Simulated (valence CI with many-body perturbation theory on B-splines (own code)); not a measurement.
## Missing levels of Re41+

Method: valence CI with perturbative core correlation (CI+MBPT): six valence electrons over a frozen Dirac-Fock core [Ar] 3d10, a basis of 9 s, 9 p, 8 d, 6 f, 3 g, 1 h functions for each j, with the one-electron correlation potential Σ1, the two-electron term Σ2, the three-electron term Σ3, Breit, model QED; selected CI, second order for the rest, scaled by the run's own slope (own B-spline code, finite nucleus).

The last digits are not significant, and no measured levels were compared; by estimate large intervals hold to a few tenths of a per cent, small ones and those within an open d or f shell to about a per cent. Among the levels kept, up to 640 cm⁻¹ of a level comes from second order outside the variational space, and about a tenth of that is noise between levels of different J, which matters for small intervals.

| Level | E (cm⁻¹) |
| --- | --- |
| (4s^2 4p1/2^2 4p3/2^2) J=2 | 0 |
| (4s^2 4p1/2^2 4p3/2^2) J=0 | 72538 |
| (4s^2 4p1/2 4p3/2^3) J=1 | ? |
| (4s^2 4p1/2 4p3/2^3) J=2 | 835750 |
| (4s^2 4p1/2^2 4p3/2 4d3/2) J=2 | ? |
| (4s^2 4p1/2^2 4p3/2 4d3/2) J=1 | ? |
| (4s^2 4p1/2^2 4p3/2 4d3/2) J=0 | 1289500 |
| (4s^2 4p1/2^2 4p3/2 4d3/2) J=3 | ? |
| (4s^2 4p1/2^2 4p3/2 4d5/2) J=4 | 1452300 |
| (4s^2 4p1/2^2 4p3/2 4d5/2) J=2 | 1453400 |
| (4s^2 4p1/2^2 4p3/2 4d5/2) J=3 | 1562900 |
| (4s^2 4p1/2^2 4p3/2 4d5/2) J=1 | 1587300 |
| (4s^2 4p3/2^4) J=0 | 1663800 |
| (4s 4p1/2^2 4p3/2^3) J=2 | 1668700 |
| (4s 4p1/2^2 4p3/2^3) J=1 | 1757800 |
| (4s^2 4p1/2 4p3/2^2 4d3/2) J=1 [a] | 2028000 |
| (4s^2 4p1/2 4p3/2^2 4d3/2) J=2 [a] | 2029100 |
| (4s^2 4p1/2 4p3/2^2 4d3/2) J=0 | ? |
| (4s^2 4p1/2 4p3/2^2 4d3/2) J=3 [a] | ? |
| (4s^2 4p1/2 4p3/2^2 4d3/2) J=4 | 2094900 |

Levels are named by their leading jj configuration (3d3/2^4 stands for four electrons in 3d with j = 3/2), which in mixed levels can hold well under half, so a name can repeat and another be missing. Letters in brackets count levels of one name in rising energy.

Problem. The levels stand in rising order. What does the calculation give for the missing energies?

Solution. (4s^2 4p1/2 4p3/2^3) J=1 798880; (4s^2 4p1/2^2 4p3/2 4d3/2) J=2 1265100; (4s^2 4p1/2^2 4p3/2 4d3/2) J=1 1288300; (4s^2 4p1/2^2 4p3/2 4d3/2) J=3 1296800; (4s^2 4p1/2 4p3/2^2 4d3/2) J=0 2029700; (4s^2 4p1/2 4p3/2^2 4d3/2) J=3 [a] 2059500.
